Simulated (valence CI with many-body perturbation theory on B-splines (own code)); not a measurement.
**Energy levels of I20+**

Computed by configuration interaction combined with many-body perturbation theory (CI+MBPT): five valence electrons over a frozen Dirac-Fock core [Ar] 3d10, radial functions for each j: 11 s, 11 p, 10 d, 8 f, 5 g, 2 h, with the one-electron correlation potential Σ1 (screened to all orders), the two-electron term Σ2, the three-electron term Σ3, Breit, model QED; selected single and double excitations, second order for the rest, scaled by the run's own slope (own B-spline code, finite nucleus).

No measured spectrum was set against this ion. As an estimate, levels hold to about 250 cm⁻¹ or 0.2 % of their energy and the worst to 1 %, as in measured heavy ions of charge 2 to 7; those with d or f electrons hold less well. Among the levels kept, up to 2100 cm⁻¹ of a level comes from second order outside the variational space, and about a tenth of that is noise between levels of different J, which matters for small intervals.

Levels 1 to 45 of 168, with energies above the lowest level, (4s^2 4p1/2^2 4p3/2) J=3/2. "Leading %" is the weight of the configuration and term that name the level; weights of strongly mixed levels are sums over their largest components and can fall short. In the jj column 3d3/2^4 stands for four electrons in 3d with j = 3/2.

```
No.  Configuration  Term    J  E (cm⁻¹)  Leading %                     Leading jj      g
  1        4s2 4p3   4S°  3/2         0         43      4s^2 4p1/2^2 4p3/2 (93 %)  1.516
  2        4s2 4p3   2D°  3/2     95699         51      4s^2 4p1/2 4p3/2^2 (94 %)  1.353
  3        4s2 4p3   2D°  5/2    119660         98      4s^2 4p1/2 4p3/2^2 (98 %)  1.199
  4        4s2 4p3   2P°  1/2    151780         98      4s^2 4p1/2 4p3/2^2 (98 %)  0.664
  5        4s2 4p3   2P°  3/2    248250         58            4s^2 4p3/2^3 (96 %)  1.263
  6         4s 4p4    4P  5/2    480660         80      4s 4p1/2^2 4p3/2^2 (88 %)  1.540
  7         4s 4p4    4P  3/2    537440         54      4s 4p1/2^2 4p3/2^2 (60 %)  1.427
  8         4s 4p4    4P  1/2    542760         60      4s 4p1/2^2 4p3/2^2 (74 %)  2.417
  9         4s 4p4    2D  3/2    605650         38        4s 4p1/2 4p3/2^3 (70 %)  1.225
 10         4s 4p4    2D  5/2    635050         72        4s 4p1/2 4p3/2^3 (82 %)  1.256
 11     4s2 4p2 4d    4F  3/2    664720         41      4s^2 4p1/2^2 4d3/2 (77 %)  0.750
 12         4s 4p4    2P  1/2    676050         38        4s 4p1/2 4p3/2^3 (57 %)  1.464
 13         4s 4p4    2P  3/2    690000         49        4s 4p1/2 4p3/2^3 (53 %)  1.091
 14     4s2 4p2 4d    4F  5/2    699630         38      4s^2 4p1/2^2 4d5/2 (75 %)  1.166
 15     4s2 4p2 4d    2F  5/2    749720         58  4s^2 4p1/2 4p3/2 4d3/2 (90 %)  0.943
 16     4s2 4p2 4d    4D  1/2    756640         76  4s^2 4p1/2 4p3/2 4d3/2 (82 %)  0.328
 17     4s2 4p2 4d    4F  7/2    765370         67  4s^2 4p1/2 4p3/2 4d3/2 (58 %)  1.161
 18     4s2 4p2 4d    4D  3/2    768570         49  4s^2 4p1/2 4p3/2 4d3/2 (71 %)  1.032
 19     4s2 4p2 4d    4D  7/2    772140         49  4s^2 4p1/2 4p3/2 4d5/2 (77 %)  1.279
 20     4s2 4p2 4d    4F  9/2    793960         58  4s^2 4p1/2 4p3/2 4d5/2 (92 %)  1.241
 21         4s 4p4    2P  1/2    799580         35              4s 4p3/2^4 (57 %)  1.180
 22     4s2 4p2 4d    4D  5/2    803880         33  4s^2 4p1/2 4p3/2 4d5/2 (75 %)  1.192
 23     4s2 4p2 4d    2P  3/2    814920         36  4s^2 4p1/2 4p3/2 4d5/2 (64 %)  1.209
 24     4s2 4p2 4d    2G  7/2    841360         57  4s^2 4p1/2 4p3/2 4d5/2 (53 %)  1.042
 25     4s2 4p2 4d    4P  5/2    842020         49  4s^2 4p1/2 4p3/2 4d5/2 (40 %)  1.418
 26     4s2 4p2 4d    4P  3/2    848810         46  4s^2 4p1/2 4p3/2 4d3/2 (58 %)  1.455
 27     4s2 4p2 4d    4P  1/2    850310         45  4s^2 4p1/2 4p3/2 4d3/2 (80 %)  2.035
 28     4s2 4p2 4d    2D  3/2    873800         74  4s^2 4p1/2 4p3/2 4d5/2 (60 %)  0.886
 29     4s2 4p2 4d    2D  5/2    888350         62  4s^2 4p1/2 4p3/2 4d5/2 (48 %)  1.100
 30     4s2 4p2 4d    2F  7/2    896450         49      4s^2 4p3/2^2 4d5/2 (96 %)  1.231
 31     4s2 4p2 4d    2P  1/2    897590         59  4s^2 4p1/2 4p3/2 4d5/2 (55 %)  0.963
 32     4s2 4p2 4d    2G  9/2    907890         58      4s^2 4p3/2^2 4d5/2 (91 %)  1.201
 33     4s2 4p2 4d    2P  1/2    926190         68      4s^2 4p3/2^2 4d3/2 (46 %)  1.042
 34     4s2 4p2 4d    2D  3/2    937710         49      4s^2 4p3/2^2 4d3/2 (78 %)  1.093
 35     4s2 4p2 4d    2D  5/2    944230         38      4s^2 4p3/2^2 4d3/2 (59 %)  1.185
 36     4s2 4p2 4d    2D  5/2    970860         85      4s^2 4p3/2^2 4d5/2 (92 %)  1.204
 37     4s2 4p2 4d    2F  7/2    973240         84      4s^2 4p3/2^2 4d3/2 (69 %)  1.122
 38     4s2 4p2 4d    2P  3/2    987610         52      4s^2 4p3/2^2 4d3/2 (44 %)  1.145
 39     4s2 4p2 4d    2S  1/2    991640         45      4s^2 4p3/2^2 4d5/2 (44 %)  1.900
 40     4s2 4p2 4d    2D  3/2   1023800         75      4s^2 4p3/2^2 4d5/2 (54 %)  0.940
 41     4s2 4p2 4d    2D  5/2   1037800         55      4s^2 4p3/2^2 4d5/2 (77 %)  1.100
 42            4p5   2P°  3/2   1071400         72         4p1/2^2 4p3/2^3 (72 %)  1.332
 43      4s 4p3 4d   6D°  1/2   1107500         76  4s 4p1/2^2 4p3/2 4d3/2 (65 %)  3.080
 44      4s 4p3 4d   6D°  5/2   1109400         64  4s 4p1/2^2 4p3/2 4d3/2 (64 %)  1.506
 45      4s 4p3 4d   6D°  3/2   1110200         74  4s 4p1/2^2 4p3/2 4d3/2 (60 %)  1.710
```

The ionisation energy to 4s2 4p2 3P_0 of the next ion comes out as 603.06 eV (NIST: 601 ± 4 eV (theoretical)). All 168 levels together are meant to be complete up to 1684400 cm⁻¹.
